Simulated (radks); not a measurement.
Values are calculated unless marked as measured or tabulated.
Fractional charge and spin in the 5p shell of promethium: the spin-up occupation runs from 2 to 3 and the spin-down occupation from 2 to 3; the fullest corner is Pm+, [Kr] 4d10 4f(up 2.5, down 2.5) 5s2 6s(up 0.5, down 0.5) 5p(up 3, down 3). Code: a radial shooting solver on a logarithmic mesh with Libxc functionals. Model: scalar-relativistic Kohn-Sham, PBEsol, spin-polarised, spherical densities, finite nucleus; Fermi nuclear charge, rms radius of each element as measured or else 0.836 A^(1/3) + 0.57 fm. Energy (eV) minus the two flat planes that join the four corners (they meet along the diagonal where the two added fractions sum to one electron); zero is where a piecewise linear energy would lie.

down \ up,2,2.25,2.5,2.75,3
2,0.000,-1.108,-1.470,-1.098,0.000
2.25,-1.108,-1.416,-0.992,0.154,-1.022
2.5,-1.470,-0.992,0.206,-0.922,-1.353
2.75,-1.098,0.154,-0.922,-1.304,-1.007
3,0.000,-1.022,-1.353,-1.007,0.000

Corners above the fullest one (they belong to Pm2+ and the next ion): (up 3, down 2) 34.051 eV, (up 2, down 3) 34.051 eV, (up 2, down 2) 80.237 eV. With half an added electron in each spin the energy lies 0.206 eV from the planes, and with half an added electron in spin up alone -1.470 eV. The planes are only a guide here: the flat-plane condition holds for ground states with one frontier orbital, while this shell lies below other occupied shells, so the corners above the fullest one are inner-hole states and not the ground states of those ions.
